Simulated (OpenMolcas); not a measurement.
As III: effect of the IPEA shift

```json
{"Program": "OpenMolcas", "Basis": "ANO-RCC-VTZP [6s5p3d1f]", "Scalar Hamiltonian": "DKH2, point nucleus", "Active space": "3 electrons in 9 orbitals (RAS2 4s 4p; RAS3 4d, at most 2 electrons)", "State averaging": "2S+1 = 4 odd, 1 root; 2S+1 = 2 odd, 11 roots; 2S+1 = 4 even, 3 roots; 2S+1 = 2 even, 9 roots", "Spin-orbit coupling": "state interaction with AMFI integrals over the reference wave functions, term energies averaged over their components"}
```

Methods on the same reference wave functions:
A. RASSCF
B. MS-RASPT2, IPEA 0 Eh, imaginary shift 0.1 Eh (closed shells correlated: 3d)
C. MS-RASPT2, IPEA 0.25 Eh, imaginary shift 0.1 Eh (closed shells correlated: 3d)

Energies in cm⁻¹ above 4s² 4p ²P°_1/2, the measured ground level; measured values from Moore, Atomic Energy Levels, vol. II, NSRDS-NBS 35 (1971 reprint of NBS Circular 467, 1952).

```tsv
Level	A	B	C	Measured
4s² 4p ²P°_1/2	0.0	0.0	0.0	0.0
4s² 4p ²P°_3/2	2641	2650	2650	2940
4s 4p² ⁴P_1/2	59392	62060	62070	
4s 4p² ⁴P_3/2	60399	63070	63090	
4s 4p² ⁴P_5/2	61907	64580	64590	
4s 4p² ²D_3/2	82705	83030	83180	85309
4s 4p² ²D_5/2	82880	83210	83370	85630
4s 4p² ²S_1/2	108178	107240	107500	107806
4s 4p² ²P_1/2	116607	115430	115700	113938
4s 4p² ²P_3/2	118127	116950	117210	115425
```

Deviations, from unrounded energies. A percentage is the sum of absolute deviations over the sum of measured energies, with the sign that they share, or ± where signs differ.

| Against measurement | Levels | A | B | C |
| --- | --- | --- | --- | --- |
| mean absolute deviation (cm-1) | 6 | 1900 | 1400 | 1400 |
| fine structure of the ground term (%) | 1 | -10.2 | -9.8 | -9.8 |
| other configurations (%) | 5 | ±2.2 | ±1.6 | ±1.6 |

B, C lie about equally close to measurement and A furthest from it. The largest miss of C in the table is 4s 4p² ²D_5/2, by -2300 cm-1. The ranking rests on the paired levels alone, and a cruder setting can come out closer through cancelling errors.

Between B and C the level of the table that moves most is 4s 4p² ²P_1/2, by 260 cm-1 (lowest in B, highest in C). Moves below CASPT2's spread within the term are not significant.

The lowest spin-free term lies below A's lowest term by 0.059 hartree in B, 0.058 hartree in C.

Active for correlation alone: 4d; no level in the range computed is led by a configuration that fills it, so any true level of that kind is missing. Some terms mix strongly with configurations of 4d, whose occupation reaches 0.18 (4s 4p² ²D). Measured partners are found by configuration, term and J. A level has none where our copy of the source lacks it or the pairing is in doubt (some pairs that miss far off the trend of their configuration count as doubtful), and it then counts in no deviation. Levels of configurations outside the active space are missing. Levels that lie high or do not pair safely by name in every column are left out.

° marks odd parity.
